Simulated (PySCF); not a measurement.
## Electron correlation in Sn (tin, neutral)

[Kr] 4d10 5s1 5p3, high-spin 5S determinant (an excited configuration). All numbers are calculated (PySCF 2.14, scalar relativity by spin-free X2C-1e, in x2c-TZVPPall with one added diffuse shell each of s, p, d, f type (9s7p5d3f, 76 functions)). Frozen: [Ar] 3d10; 22 electrons correlated.

```tsv
level	correlation energy (mhartree)
CCSD	-317.59
(T)	-5.73
CCSD(T)	-323.32
```

Diagnostics: T1 = 0.0074, D1 = 0.0191, largest double amplitude 0.034.

Cost of the coupled-cluster step: roughly 50 core-seconds, for 22 correlated electrons.

Iterations:

```
CC2 = 0
CCSD nocc = (np.int64(13), np.int64(9)), nmo = (62, 62)
frozen orbitals [[0, 1, 2, 3, 4, 5, 6, 7, 8, 9, 10, 11, 12, 13], [0, 1, 2, 3, 4, 5, 6, 7, 8, 9, 10, 11, 12, 13]]
max_cycle = 100
direct = 0
conv_tol = 1e-08
conv_tol_normt = 1e-06
diis_space = 8
diis_start_cycle = 0
Init t2, MP2 energy = -0.327481779645727
Init E_corr(UCCSD) = -0.327481779653118
cycle = 1  E_corr(UCCSD) = -0.30989655634783  dE = 0.0175852233  norm(t1,t2) = 0.0542618
cycle = 2  E_corr(UCCSD) = -0.317507341152117  dE = -0.0076107848  norm(t1,t2) = 0.0129563
cycle = 3  E_corr(UCCSD) = -0.31711506446876  dE = 0.000392276683  norm(t1,t2) = 0.00426291
cycle = 4  E_corr(UCCSD) = -0.317586171640099  dE = -0.000471107171  norm(t1,t2) = 0.00136756
cycle = 5  E_corr(UCCSD) = -0.317592730311023  dE = -6.55867092e-06  norm(t1,t2) = 0.000149719
cycle = 6  E_corr(UCCSD) = -0.317585563113936  dE = 7.16719709e-06  norm(t1,t2) = 3.59589e-05
cycle = 7  E_corr(UCCSD) = -0.317586068653558  dE = -5.05539622e-07  norm(t1,t2) = 7.05558e-06
cycle = 8  E_corr(UCCSD) = -0.317586206540752  dE = -1.37887194e-07  norm(t1,t2) = 1.39526e-06
cycle = 9  E_corr(UCCSD) = -0.317586175694635  dE = 3.08461163e-08  norm(t1,t2) = 4.03178e-07
cycle = 10  E_corr(UCCSD) = -0.317586165889598  dE = 9.80503717e-09  norm(t1,t2) = 8.32946e-08
UCCSD converged
E(UCCSD) = -6173.956685185611  E_corr = -0.3175861658895983
UCCSD(T) correction = -0.00572784809067262
```

This basis was not built for core-valence correlation, so the inner-shell part is incomplete.
